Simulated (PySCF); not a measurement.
# Unknowns

PySCF calculation with shieldings: GIAO PBE0/pcSseg-1 and geometry from GFN2-xTB; no relativistic terms, one averaged value for each set of equivalent atoms, no solvent model, one computed conformer.

Scale: TMS for 1H, 13C (reference shieldings calculated alike). Splittings of carbon signals by F and P are missing where no couplings were computed. Where no couplings were computed, multiplicities follow the n + 1 count of equivalent neighbours, and m marks all less simple cases (inequivalent or close neighbours, rings, F or P nearby). Shifts are as computed. Against solution values, carbons near 30 ppm lie about +3 ppm off and those near 130 ppm about +5 ppm. Of 1211 compounds with measured shifts, 218 miss one by over three times the rms of a fit or turn the order of signals round; such compounds aren't used in these exercises.

Problem. C7H9FO2. 1H NMR (300 MHz, computed): δ 6.07 (m, 1H), 6.00 (m, 1H), 5.88 (m, 1H), 3.42 (s, 3H), 2.34 (m, 1H), 1.75 (m, 1H), 1.39 (m, 1H). 13C{1H} NMR (computed): δ 172.1 (C), 140.9 (CH), 125.5 (CH2), 74.4 (C), 56.5 (CH3), 32.4 (CH), 27.4 (CH2). Identify the compound.

Solution. `C=C[C@@]1(OC)C[C@H]1C(=O)F`. Rings plus π bonds: 3 (1 ring in the answer). 7 carbon signals for 7 carbons: no two carbons are equivalent. Carbon types of the structure: 2 × C, 2 × CH, 2 × CH2, 1 × CH3, which accounts for all hydrogens. δC 172.1: carbonyl carbon. δC 140.9: alkene CH; an sp2 carbon of a C=C bond. δC 125.5: terminal =CH2 carbon; an sp2 carbon of a C=C bond. δC 74.4, 32.4, 27.4: three-membered-ring carbon.

The shifts were computed for this structure.

Problem. C8H10N2. 1H NMR (500 MHz, computed): δ 7.79 (m, 1H), 7.34 (m, 1H), 6.75 (m, 1H), 6.26 (m, 1H), 5.79 (m, 1H), 5.68 (m, 1H), 5.48 (m, 1H), 5.32 (m, 1H), 4.87 (d, 2H). 13C{1H} NMR (computed): δ 145.7 (CH), 142.5 (CH), 135.8 (CH), 129.6 (C), 128.3 (CH), 123.7 (CH2), 115.9 (CH2), 59.7 (CH2). What is it?

Solution. `InChI=1S/C8H10N2/c1-3-5-10-7-8(4-2)6-9-10/h3-4,6-7H,1-2,5H2`. The formula gives 5 degrees of unsaturation (1 ring in the answer). 8 carbon signals for 8 carbons: no two carbons are equivalent. Carbon types of the structure: 1 × C, 4 × CH, 3 × CH2, which accounts for all hydrogens. δC 145.7, 135.8: alkene CH; the olefinic region. δC 142.5, 128.3: aromatic CH next to a ring nitrogen. δC 129.6: substituted aromatic carbon. δC 123.7, 115.9: terminal =CH2 carbon; the olefinic region.

The shifts were computed for this structure.
